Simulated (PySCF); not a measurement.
NMR data sheet: C7H13ClSi

```yaml
Formula: C7H13ClSi
SMILES: C[C@H]1CC[SiH2]/C(=C\Cl)C1
Point_group_of_the_computed_structure: C1
Degrees_of_unsaturation: 2
Carbon_signals: 7
Proton_signals: 11
```

Numbering as in the mapped SMILES `[CH3:1][C@H:2]1[CH2:3][CH2:4][SiH2:5]/[C:6](=[CH:7]\[Cl:8])[CH2:9]1`. Each H is labelled by its parent atom. Ha(C3), Ha(C4), Ha(Si5), Ha(C9) are cis to C1 on the ring; Hb(C3), Hb(C4), Hb(Si5), Hb(C9) are trans to C1 on the ring.

- σ from GIAO-PBE0/pcSseg-1
- coordinates at the GFN2-xTB level
- code: PySCF 2.14.0 with density-fitted response routines
- no solvent, averaged over atoms made equivalent by symmetry, fast rotation or ring inversion, non-relativistic, one conformer

Shifts are taken against calculated references (same method and geometry level): TMS for 1H, 13C, 29Si.

| carbon | δC, type | δH (multiplicity) | HMBC from (2–3 bonds) | span of the C tensor (ppm) |
| --- | --- | --- | --- | --- |
| C1 | 25.9, CH3 | 1.01 (m) | Hb(C9), Hb(C3), Ha(C9), Ha(C3), H(C2) | 50 |
| C2 | 40.6, CH | 1.10 (m) | Hb(C9), Hb(C3), Ha(C9), Ha(C3), Ha(C4), H(C1), Hb(C4) | 10 |
| C3 | 37.8, CH2 | Ha(C3) 1.20 (m); Hb(C3) 2.03 (m) | Hb(Si5), Ha(Si5), Hb(C9), Ha(C9), H(C2), Ha(C4), H(C1), Hb(C4) | 28 |
| C4 | 11.7, CH2 | Ha(C4) 1.05 (m); Hb(C4) 0.84 (m) | Hb(Si5), Ha(Si5), Hb(C3), Ha(C3), H(C2) | 27 |
| C6 | 147.1, C | – | H(C7), Hb(Si5), Ha(Si5), Hb(C9), Ha(C9), H(C2), Ha(C4), Hb(C4) | 229 |
| C7 | 137.0, CH | 6.53 (s) | Hb(Si5), Ha(Si5), Hb(C9), Ha(C9) | 159 |
| C9 | 49.4, CH2 | Ha(C9) 2.02 (m); Hb(C9) 2.29 (m) | H(C7), Hb(Si5), Ha(Si5), Hb(C3), Ha(C3), H(C2), H(C1) | 35 |

Other nuclei:
```json
{"atoms": "Hb(Si5)", "nucleus": "1H", "environment": "hydrogen on a silicon bonded to 2 C, in a 6-membered ring", "δ (ppm)": "4.80", "σ (ppm)": "26.91"}
{"atoms": "Ha(Si5)", "nucleus": "1H", "environment": "hydrogen on a silicon bonded to 2 C, in a 6-membered ring", "δ (ppm)": "4.28", "σ (ppm)": "27.44"}
{"atoms": "Si5", "nucleus": "29Si", "environment": "silicon bonded to 2 C, 2 H, in a 6-membered ring", "δ (ppm)": "-61.4", "σ (ppm)": "410.5"}
```

1. Carbon types of the structure: 1 × C, 2 × CH, 3 × CH2, 1 × CH3, leaving 2 H on heteroatoms.
2. δC 147.1: fully substituted alkene carbon; an sp2 carbon of a C=C bond.
3. δC 137.0: alkene CH; an sp2 carbon of a C=C bond.
4. δC 49.4: allylic sp3 CH2; a saturated carbon with 2 carbon neighbours and no heteroatom attached.
5. δC 37.8: sp3 CH2 in a ring; aliphatic region, no heteroatom directly attached.
6. δH 6.53: hydrogen on an alkene CH; a vinylic proton, deshielded by the sp2 carbon and the C=C anisotropy.

Carbons that carry Cl, above all several Cl atoms, come out too deshielded, partly because spin–orbit coupling is missing. Shifts are as computed. Against solution values, carbons near 30 ppm lie about +3 ppm off and those near 130 ppm about +5 ppm; carbons on Cl a further +6 ppm. Of 1211 compounds with measured shifts, 218 miss one by over three times the rms of a fit or turn the order of signals round; such compounds aren't used in these exercises. No couplings were computed; multiplicities are counted from neighbouring protons, with m where these are inequivalent, close in shift, in a saturated or five-membered ring or joined by F or P, and br s for small geminal =CH2 splittings.
